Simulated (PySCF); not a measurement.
Electronic structure of In (indium, neutral) at the HSE06 level

Configuration: [Kr] 4d10 5s2 5p1, 2P determinant. All numbers are calculated (PySCF 2.14, a scalar-relativistic core potential, in aug-cc-pVDZ-PP with ECP28MDF (5s4p3d, 32 functions)).

```json
{"Total energy": "-190.1075 hartree", "One-electron energy": "-334.8429 hartree", "Hartree (Coulomb) energy": "161.4194 hartree", "Exchange-correlation energy": "-16.6841 hartree", "⟨S²⟩": "0.7528", "⟨L²⟩": "2.008", "Sum of ⟨r⟩": "28.22 bohr", "Sum of ⟨r²⟩": "56.23 bohr²", "Traceless quadrupole moment −½Σ⟨3z² − r²⟩ along its main axis": "-6.45 e·bohr²"}
```

| shell | electrons | mean orbital energy (hartree) | spread (hartree) | rms radius, mean of both spins (bohr) |
| --- | --- | --- | --- | --- |
| 4s α | 1 | -4.68987 | 0 | 0.910 |
| 4s β | 1 | -4.68866 | 0 | 0.910 |
| 4p α | 3 | -3.08307 | 0.00869 | 0.994 |
| 4p β | 3 | -3.08180 | 0.01210 | 0.994 |
| 4d α | 5 | -0.75246 | 0.01068 | 1.29 |
| 4d β | 5 | -0.74997 | 0.01488 | 1.29 |
| 5s α | 1 | -0.33217 | 0 | 2.81 |
| 5s β | 1 | -0.30800 | 0 | 2.81 |
| 5p α | 1 | -0.11772 | 0 | 4.03 |

Energies and moments cover only the electrons outside the core potential.
